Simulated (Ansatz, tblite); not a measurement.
Cost and result up the ladder for In₃P₂Cl₃ (the lowest singlet isomer of a short search) (8 atoms). The state is a singlet with charge 0. Geometry: PBE-D4/def2-SVP.

Cartesian coordinates in Å:
```
In -0.208 -2.098 -1.302
In 0.515 1.104 0.901
In -2.703 1.162 -0.935
P 2.394 -2.227 0.215
P 2.788 -0.630 1.278
Cl 0.100 0.644 -1.792
Cl -1.450 -0.841 0.869
Cl -1.437 2.885 0.766
```

Ansatz on 2 threads of AMD EPYC 7R13 on a shared host and a share (18 GiB) of an NVIDIA H100 80GB HBM3; xTB runs through tblite on one thread. Times are rough, summed over both states, and most runs start from the orbitals of an earlier one. No level here is sound enough to serve as a yardstick. The other state is a triplet.

In the def2 sets In takes a core potential; there is no spin–orbit coupling. The xTB rows come from tblite. The structure comes from a short search, and lower isomers may exist.

xTB has no spin-polarisation term.

| level | functions | wall time |
| --- | --- | --- |
| GFN1-xTB | 72 | 0.053 s |
| GFN2-xTB | 72 | 0.066 s |
| PBE-D4/def2-TZVP | 335 | 32 s |
| r2SCAN-D4/def2-TZVP (with forces) | 335 | 33 s |
| PBE0-D4/def2-TZVP | 335 | 33 s |

(1) Estimate what each level gives for the vertical triplet (eV).

## Answers

(1) 
| level | vertical triplet (eV) | remarks |
| --- | --- | --- |
| GFN1-xTB | 2.16 | – |
| GFN2-xTB | 1.85 | – |
| PBE-D4/def2-TZVP | 1.68 | – |
| r2SCAN-D4/def2-TZVP (with forces) | 1.60 | restricted SCF unstable in HF (singlet) |
| PBE0-D4/def2-TZVP | 1.58 | restricted SCF unstable in HF (singlet) |
